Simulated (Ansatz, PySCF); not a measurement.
Process, species as SMILES: [CH3][GeH2][CH3] → [CH2-][GeH2][CH3] + H+
Each molecule is optimised on its own at B3LYP-D3(BJ)/def2-TZVP (Ansatz, a program for electronic structure), one conformer each, not searched for the lowest.

Wanted: gas-phase deprotonation energy (enthalpy at 298 K, with B3LYP-D3(BJ) rigid-rotor harmonic-oscillator terms from PySCF), in eV. Cores are frozen in the correlated levels unless marked. No spin-orbit coupling. Frozen are the shells of the preceding noble gas and the d and f shells that filled before the atom's block. Non-relativistic. Anions need diffuse functions: aug- sets have them; def2-D sets add few; the other sets have none. CBS marks a two-point X^-3 extrapolation of the correlation energy; Hartree-Fock from the larger set.

```
level                            program  gas-phase deprotonation energy (eV)
------------------------  --------------  -----------------------------------
HF/aug-cc-pVDZ                    Ansatz                                17.47
HF/cc-pVDZ                        Ansatz                                17.83
BLYP-D4/def2-TZVPD        Ansatz + dftd4                                16.91
revPBE-D3(BJ)/def2-TZVPD  Ansatz + dftd3                                17.12
PBE0-D4/def2-TZVP         Ansatz + dftd4                                17.27
r2SCAN0/def2-TZVPD                Ansatz                                17.26
HSE06-D3(BJ)/def2-TZVPD   Ansatz + dftd3                                17.20
```

Task: Predict the CCSD(T)/CBS(aug-cc-pVTZ,aug-cc-pVQZ) result (Ansatz).

Result: 17.11 eV, so HSE06-D3(BJ)/def2-TZVPD differs from it by 0.09 eV.
